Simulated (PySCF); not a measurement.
## Mo (molybdenum, neutral) across methods

[Kr] 4d6, high-spin 5D determinant (an excited configuration). Computed with PySCF 2.14 in aug-cc-pwCVTZ-PP with ECP28MDF (8s8p7d4f3g, 122 functions), with scalar relativity through the core potential.

| method | E (hartree) | mean ε 4p β (eV) | mean ε 4d α (eV) | mean ε 4d β (eV) | Σ⟨r²⟩ (bohr²) | ⟨S²⟩ |
| --- | --- | --- | --- | --- | --- | --- |
| TPSS | -67.7502 | -35.320 | -3.014 | -1.189 | 50.71 | 6.010 |
| r2SCAN | -67.7903 | -35.820 | -3.303 | -1.138 | 50.71 | 6.029 |
| LC-wPBE | -67.7750 | -40.030 | -6.656 | -4.393 | 48.65 | 6.007 |
| LDA | -67.6089 | -35.453 | -3.388 | -1.347 | 51.22 | 6.011 |
| PBE0 | -67.7591 | -37.529 | -4.309 | -2.054 | 49.90 | 6.010 |
| wB97X-V | -67.7123 | -40.111 | -6.282 | -4.261 | 49.29 | 6.008 |

Question: Estimate the same row for PBE.

Answer: E (hartree) = -67.7822; mean ε 4p β (eV) = -35.289; mean ε 4d α (eV) = -3.205; mean ε 4d β (eV) = -1.252; Σ⟨r²⟩ (bohr²) = 51.15; ⟨S²⟩ = 6.011.

Energies and moments cover only the electrons outside the core potential.
